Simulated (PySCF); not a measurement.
# Removal energies of Ir⁵⁹⁺ from EOM-IP-GCCSD

Reference: closed-shell Ir⁵⁹⁺, [Ar]; one electron is removed. Calculated with PySCF 2.14, two-component X2C-1e with screened spin-orbit coupling, an even-tempered Gaussian basis (17 s from 6.3 bohr⁻², ratio 2.6; 14 p from 8.2 bohr⁻², ratio 2.6; 5 d from 8.4 bohr⁻², ratio 2.8; 3 f from 130 bohr⁻², ratio 2.8); frozen [Ne]; the 60 highest virtual spinors dropped; of the others 54 kept and the rest restored at second order. No Breit or QED terms. Binding energies in eV.

```
level  Koopmans  second order  EOM-CCSD
3s1/2    6975.1        6969.9    6953.8
3p1/2    6746.7        6746.3    6746.2
3p3/2    6318.1        6319.3    6319.6
```

In EOM-CCSD the overlap with the one-orbital guess is low for 3s1/2 (weight 0.79). That can mean mixing with two-hole, one-particle states, where second order and EOM-CCSD lose accuracy, or only a rotation among the degenerate components of the shell; the terms of those configurations are not listed.

For comparison, the ionisation energy of Ir⁵⁹⁺ is 6315 ± 7 eV (theoretical estimate listed by NIST; NIST Atomic Spectra Database, ionization energies).
